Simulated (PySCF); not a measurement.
Problem. Write a Z-matrix for `[SiH3][O][GeH2][GeH2][SiH3]` as optimised with PBE0-D3(BJ)/def2-SVP.

Solution. 
Z-matrix in Å and degrees, rows numbered from 1:
```
Si
O   1  1.6562
Ge  2  1.7894  1  134.46
Ge  3  2.4282  2  106.31  1   -58.56
Si  4  2.3812  3  106.50  2   -37.38
H   1  1.4953  2  111.00  3   -89.91
H   1  1.4911  2  108.92  3   149.83
H   1  1.5003  2  110.59  3    30.03
H   3  1.5445  2  108.12  1    64.88
H   3  1.5385  2  104.82  1  -177.51
H   4  1.5405  3  110.64  2    83.51
H   4  1.5421  3  109.43  2  -157.17
H   5  1.4941  4  108.86  3   -57.91
H   5  1.4946  4  111.16  3  -178.16
H   5  1.4937  4  109.60  3    61.27
```

Ge3 (germanium bonded to Ge, O and 2 H) is distorted tetrahedral (angles from 104.8° to 114.5°). Ge4 (germanium bonded to Ge, Si and 2 H) is tetrahedral (angles from 106.5° to 111.1°). Si5 (SiH3 silicon) is tetrahedral (angles from 108.9° to 111.2°). Si1 (oxygen-bound silicon) is tetrahedral (angles from 108.1° to 111.0°).

The calculation used PySCF 2.14.0, PBE0-D3(BJ)/def2-SVP geometry optimisation, gas phase.

Point group: C1 (no symmetry element, even within 0.4 Å). PBE0-D3(BJ)/def2-SVP frequencies: not computed here. One conformer, not necessarily the lowest (Si1–O2–Ge3–Ge4 -59°, O2–Ge3–Ge4–Si5 -37°).
